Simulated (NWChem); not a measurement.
System: C₂H₈GeO; SMILES CC[O][GeH3]

NWChem printed, in part:

```
             Northwest Computational Chemistry Package (NWChem) 7.3.0
             --------------------------------------------------------

 C1  symmetry detected

                             Geometry "geometry" -> ""
                             -------------------------

 Output coordinates in angstroms (scale by  1.889725989 to convert to a.u.)

  No.       Tag          Charge          X              Y              Z
 ---- ---------------- ---------- -------------- -------------- --------------
    1 Ge                  32.0000    -0.00451096     1.20071415     0.00267056
    2 O                    8.0000     0.50282859    -0.53056536    -0.01880706
    3 C                    6.0000    -0.50900629    -1.52872375    -0.01266069
    4 C                    6.0000     0.15296181    -2.89700337     0.01515867
    5 H                    1.0000    -0.85783485     1.50653460    -1.26363922
    6 H                    1.0000    -0.84399472     1.47472834     1.28531630
    7 H                    1.0000     1.32506839     1.98736863     0.00402890
    8 H                    1.0000    -1.18165202    -1.41475650     0.87469322
    9 H                    1.0000    -1.16310501    -1.44207610    -0.91668900
   10 H                    1.0000     0.78290646    -3.00318649     0.92081826
   11 H                    1.0000    -0.60759520    -3.70383781     0.01739368
   12 H                    1.0000     0.80419571    -3.02874199    -0.87191146

 Effective nuclear repulsion energy (a.u.)     276.8160532780

  pbe96 is a nonlocal functional; adding pw91lda local functional.

                                 NWChem DFT Module
                                 -----------------

 Summary of "ao basis" -> "ao basis" (spherical)
 ------------------------------------------------------------------------------
       Tag                 Description            Shells   Functions and Types
 ---------------- ------------------------------  ------  ---------------------
 Ge                          6-31g*                 12       32   5s4p3d
 O                           6-31g*                  6       14   3s2p1d
 C                           6-31g*                  6       14   3s2p1d
 H                           6-31g*                  2        2   2s

            General Information
            -------------------
          SCF calculation type: DFT
          Wavefunction type:  closed shell.
          No. of atoms     :    12
          No. of electrons :    60
           Alpha electrons :    30
            Beta electrons :    30
          Charge           :     0
          Spin multiplicity:     1
          Use of symmetry is: off; symmetry adaption is: off
          Maximum number of iterations: 150
          AO basis - number of functions:    90
                     number of shells:    46
          Convergence on energy requested:  1.00D-06
          Convergence on density requested:  1.00D-05
          Convergence on gradient requested:  5.00D-04

              XC Information
              --------------
          PerdewBurkeErnzerhof Exchange Functional  1.000
            Perdew 1991 LDA Correlation Functional  1.000 local
           PerdewBurkeErnz. Correlation Functional  1.000 non-local

             Grid Information
             ----------------
          Grid used for XC integration:  medium
          Radial quadrature: Mura-Knowles
          Angular quadrature: Lebedev.
          Tag              B.-S. Rad. Rad. Pts. Rad. Cut. Ang. Pts.
          ---              ---------- --------- --------- ---------
          Ge                  1.25      112          11.0       590
          O                   0.60       49           9.0       434
          C                   0.70       49          12.0       434
          H                   0.35       45          13.0       434
          Grid pruning is: on
          Number of quadrature shells:   619
          Spatial weights used:  Erf1

      Superposition of Atomic Density Guess
      -------------------------------------

 Sum of atomic energies:       -2229.08215731

      Non-variational initial energy
      ------------------------------

 Total energy =   -2230.953851
 1-e energy   =   -3653.172897
 2-e energy   =    1145.402993
 HOMO         =      -0.342733
 LUMO         =       0.037792

     ---------------------------------------------
      Total Density - Mulliken Population Analysis
     ---------------------------------------------

    Atom       Charge   Shell Charges
 -----------   ------   -------------------------------------------------------
    1 Ge  32    31.44   2.00  2.00  6.00  2.00  5.99  1.14  1.66  0.16  0.34  6.88  2.97  0.30
    2 O    8     8.91   2.00  0.93  3.08  0.93  1.95  0.02
    3 C    6     5.96   2.00  0.69  1.75  0.58  0.88  0.06
    4 C    6     6.69   2.00  0.72  2.04  0.68  1.23  0.03
    5 H    1     1.01   0.45  0.56
    6 H    1     1.01   0.45  0.56
    7 H    1     1.00   0.45  0.55
    8 H    1     0.82   0.48  0.34
    9 H    1     0.82   0.48  0.34
   10 H    1     0.78   0.46  0.31
   11 H    1     0.77   0.46  0.31
   12 H    1     0.78   0.46  0.31

   convergence    iter        energy       DeltaE   RMS-Dens  Diis-err
 ---------------- ----- ----------------- --------- --------- ---------
 d= 0,ls=0.0,diis     1  -2232.3503704036 -2.51D+03  2.24D-02  7.15D-01
 d= 0,ls=0.0,diis     2  -2232.1331608195  2.17D-01  1.60D-02  2.88D+00
 d= 0,ls=0.0,diis     3  -2232.4263518756 -2.93D-01  3.16D-03  1.06D-01
 d= 0,ls=0.0,diis     4  -2232.4345364199 -8.18D-03  1.20D-03  1.82D-02
 d= 0,ls=0.0,diis     5  -2232.4363996297 -1.86D-03  3.62D-04  1.50D-03
  Resetting Diis
 d= 0,ls=0.0,diis     6  -2232.4365997582 -2.00D-04  5.23D-05  2.14D-05
 d= 0,ls=0.0,diis     7  -2232.4366019706 -2.21D-06  3.33D-05  2.56D-06
 d= 0,ls=0.0,diis     8  -2232.4366013886  5.82D-07  2.16D-05  7.96D-06
 d= 0,ls=0.0,diis     9  -2232.4366022838 -8.95D-07  4.72D-06  3.13D-07

         Total DFT energy =    -2232.436602283793
      One electron energy =    -3655.864875007921
           Coulomb energy =     1247.482559339235
    Exchange-Corr. energy =     -100.870339893065
 Nuclear repulsion energy =      276.816053277958

 Numeric. integr. density =       60.000029159381

                       DFT Final Molecular Orbital Analysis
                       ------------------------------------

 Vector   28  Occ=2.000000D+00  E=-2.970299D-01
              MO Center= -3.1D-01, -4.3D-01,  4.1D-02, r^2= 5.9D+00
   Bfn.  Coefficient  Atom+Function         Bfn.  Coefficient  Atom+Function
  ----- ------------  ---------------      ----- ------------  ---------------
    13      0.331761   1 Ge pz               65      0.236215   4 C  pz
    51     -0.219024   3 C  pz               78      0.182824   6 H  s
    77      0.180373   6 H  s                76     -0.168875   5 H  s
    75     -0.165931   5 H  s                85      0.139258  10 H  s
    89     -0.138856  12 H  s                 9     -0.136231   1 Ge pz

 Vector   29  Occ=2.000000D+00  E=-2.504830D-01
              MO Center=  1.7D-01, -7.3D-01, -6.3D-03, r^2= 2.6D+00
   Bfn.  Coefficient  Atom+Function         Bfn.  Coefficient  Atom+Function
  ----- ------------  ---------------      ----- ------------  ---------------
    35      0.434210   2 O  px               39      0.296785   2 O  px
    36     -0.235676   2 O  py               12      0.230877   1 Ge py
    38      0.206394   2 O  s                49     -0.199272   3 C  px
    64     -0.194771   4 C  py               66     -0.159488   4 C  s
    40     -0.157972   2 O  py               10      0.149304   1 Ge s

 Vector   30  Occ=2.000000D+00  E=-2.132713D-01
              MO Center=  6.6D-02, -5.6D-01, -2.1D-02, r^2= 2.1D+00
   Bfn.  Coefficient  Atom+Function         Bfn.  Coefficient  Atom+Function
  ----- ------------  ---------------      ----- ------------  ---------------
    37      0.558421   2 O  pz               41      0.415050   2 O  pz
    84      0.221884   9 H  s                82     -0.217087   8 H  s
    51     -0.167083   3 C  pz               76      0.164414   5 H  s
    78     -0.162784   6 H  s                83      0.146133   9 H  s
    81     -0.141269   8 H  s                86      0.084897  10 H  s

 Vector   31  Occ=0.000000D+00  E=-1.500424D-02
              MO Center= -4.7D-02,  1.1D+00,  2.5D-03, r^2= 4.7D+00
   Bfn.  Coefficient  Atom+Function         Bfn.  Coefficient  Atom+Function
  ----- ------------  ---------------      ----- ------------  ---------------
    16      0.844780   1 Ge py               38      0.525532   2 O  s
    12      0.413624   1 Ge py               10      0.288290   1 Ge s
    52      0.263368   3 C  s                40      0.207740   2 O  py
    36      0.194700   2 O  py               88     -0.169528  11 H  s
     8     -0.145863   1 Ge py               34      0.142810   2 O  s

 Vector   32  Occ=0.000000D+00  E= 3.670996D-02
              MO Center= -1.2D-01,  1.4D+00,  6.5D-03, r^2= 3.8D+00
   Bfn.  Coefficient  Atom+Function         Bfn.  Coefficient  Atom+Function
  ----- ------------  ---------------      ----- ------------  ---------------
    10      1.427243   1 Ge s                80      0.640817   7 H  s
    78      0.513928   6 H  s                76      0.509045   5 H  s
    52     -0.447721   3 C  s                12     -0.342073   1 Ge py
     6     -0.256014   1 Ge s                14      0.223807   1 Ge s
    84      0.175493   9 H  s                82      0.172214   8 H  s

 Vector   33  Occ=0.000000D+00  E= 5.732462D-02
              MO Center= -3.6D-01,  8.6D-01, -8.0D-03, r^2= 4.9D+00
   Bfn.  Coefficient  Atom+Function         Bfn.  Coefficient  Atom+Function
  ----- ------------  ---------------      ----- ------------  ---------------
    15      1.121545   1 Ge px               80     -0.883832   7 H  s
    52      0.645383   3 C  s                78      0.620216   6 H  s
    76      0.578082   5 H  s                11      0.476654   1 Ge px
    66     -0.292151   4 C  s                68     -0.217309   4 C  py
    38     -0.195626   2 O  s                16      0.179626   1 Ge py

     ---------------------------------------------
      Total Density - Mulliken Population Analysis
     ---------------------------------------------

    Atom       Charge   Shell Charges
 -----------   ------   -------------------------------------------------------
    1 Ge  32    31.88   2.00  2.00  6.00  2.00  5.99  1.29  2.07  0.09  0.24  6.84  2.93  0.43
    2 O    8     8.48   2.00  0.90  2.88  0.97  1.71  0.02
    3 C    6     6.04   2.00  0.68  2.03  0.53  0.75  0.06
    4 C    6     6.50   2.00  0.67  2.12  0.66  1.03  0.03
    5 H    1     0.97   0.48  0.49
    6 H    1     0.97   0.48  0.49
    7 H    1     0.94   0.48  0.46
    8 H    1     0.86   0.53  0.34
    9 H    1     0.86   0.53  0.33
   10 H    1     0.83   0.52  0.31
   11 H    1     0.85   0.52  0.33
   12 H    1     0.83   0.52  0.31

     -------------------------------------------
      Total Density - Lowdin Population Analysis
     -------------------------------------------

    Atom       Charge   Shell Charges
 -----------   ------   -------------------------------------------------------
    1 Ge  32    31.92   2.00  2.00  5.99  1.98  5.90  0.87  1.83  0.34  0.68  6.64  3.07  0.63
    2 O    8     8.31   1.99  0.86  2.73  0.68  2.01  0.05
    3 C    6     6.11   1.99  0.53  1.82  0.41  1.22  0.14
    4 C    6     6.39   1.99  0.56  1.91  0.45  1.42  0.06
    5 H    1     0.97   0.46  0.51
    6 H    1     0.97   0.46  0.51
    7 H    1     0.96   0.46  0.50
    8 H    1     0.89   0.51  0.38
    9 H    1     0.89   0.51  0.38
   10 H    1     0.86   0.49  0.37
   11 H    1     0.87   0.49  0.38
   12 H    1     0.86   0.49  0.37

     Multipole analysis of the density
     ---------------------------------

     L   x y z        total         alpha         beta         nuclear
     -   - - -        -----         -----         ----         -------
     0   0 0 0     -0.000000    -30.000000    -30.000000     60.000000

     1   1 0 0     -0.402430     -0.201215     -0.201215      0.000000
     1   0 1 0      0.105985      0.052992      0.052992     -0.000000
     1   0 0 1      0.008797      0.004399      0.004399      0.000000

     2   2 0 0    -28.872245    -34.613039    -34.613039     40.353834
     2   1 1 0      0.912258     -0.635432     -0.635432      2.183122
     2   1 0 1      0.015886     -0.032861     -0.032861      0.081608
     2   0 2 0    -26.197773   -293.696434   -293.696434    561.195094
     2   0 1 1      0.005364      0.127133      0.127133     -0.248902
     2   0 0 2    -28.502376    -25.800156    -25.800156     23.097937

            General Information
            -------------------
          SCF calculation type: DFT
          Wavefunction type:  closed shell.
          No. of atoms     :    12
          No. of electrons :    60
           Alpha electrons :    30
            Beta electrons :    30
          Charge           :     0
          Spin multiplicity:     1
          Use of symmetry is: off; symmetry adaption is: off
          Maximum number of iterations: 150
          AO basis - number of functions:    90
                     number of shells:    46
          Convergence on energy requested:  1.00D-06
          Convergence on density requested:  1.00D-05
          Convergence on gradient requested:  5.00D-04

              XC Information
              --------------
          PerdewBurkeErnzerhof Exchange Functional  1.000
            Perdew 1991 LDA Correlation Functional  1.000 local
           PerdewBurkeErnz. Correlation Functional  1.000 non-local

             Grid Information
             ----------------
          Grid used for XC integration:  medium
          Radial quadrature: Mura-Knowles
          Angular quadrature: Lebedev.
          Tag              B.-S. Rad. Rad. Pts. Rad. Cut. Ang. Pts.
          ---              ---------- --------- --------- ---------
          Ge                  1.25      112          11.0       590
          O                   0.60       49           9.0       434
          C                   0.70       49          12.0       434
          H                   0.35       45          13.0       434
          Grid pruning is: on
          Number of quadrature shells:   619
          Spatial weights used:  Erf1

          Convergence Information
          -----------------------
          Convergence aids based upon iterative change in
          total energy or number of iterations.
          Levelshifting, if invoked, occurs when the
          HOMO/LUMO gap drops below (HL_TOL):  1.00D-02
          DIIS, if invoked, will attempt to extrapolate
          using up to (NFOCK): 10 stored Fock matrices.

[...]

                         DFT ENERGY GRADIENTS

    atom               coordinates                        gradient
                 x          y          z           x          y          z
   1 Ge     -0.008524   2.269021   0.005047    0.002136   0.000028   0.000054
   2 O       0.950208  -1.002623  -0.035540   -0.006688   0.001425  -0.000029
   3 C      -0.961882  -2.888869  -0.023925    0.010641  -0.001188   0.000119
   4 C       0.289056  -5.474543   0.028646   -0.003551   0.003853  -0.000066
   5 H      -1.621073   2.846938  -2.387932    0.000660  -0.000691   0.000733
   6 H      -1.594919   2.786832   2.428896    0.000657  -0.000667  -0.000758
   7 H       2.504016   3.755582   0.007614   -0.000740  -0.000374  -0.000000
   8 H      -2.232999  -2.673502   1.652931   -0.002609   0.000324   0.002489
   9 H      -2.197950  -2.725129  -1.732291   -0.002516   0.000191  -0.002605
  10 H       1.479479  -5.675200   1.740094    0.001977  -0.000140   0.002622
  11 H      -1.148188  -6.999239   0.032869   -0.001999  -0.002555   0.000011
  12 H       1.519710  -5.723492  -1.647674    0.002032  -0.000207  -0.002570
```

Level: PBE/6-31G* (spherical d). Structure relaxed at the PBE-D3(BJ)/def2-SVP level.

Reconstruct the input file.

This is not unique; one that fits is the input that was run:
```
start job
memory heap 200 mb stack 900 mb global 1100 mb
geometry units angstroms noautoz
  Ge     0.012335     1.193727     0.001348
  O      0.528738    -0.534814    -0.024292
  C     -0.477600    -1.538391    -0.007416
  C      0.191965    -2.903077     0.014484
  H     -0.855322     1.494199    -1.256474
  H     -0.815660     1.463995     1.292230
  H      1.337610     1.987515    -0.011107
  H     -1.141885    -1.427508     0.886602
  H     -1.141220    -1.455801    -0.904861
  H      0.831554    -3.005331     0.913814
  H     -0.564180    -3.713985     0.024815
  H      0.834938    -3.031846    -0.879025
end
basis spherical
  Ge library 6-31g*
  O library 6-31g*
  C library 6-31g*
  H library 6-31g*
end
dft
  xc xpbe96 cpbe96
  iterations 150
  mulliken
end
task dft gradient
```
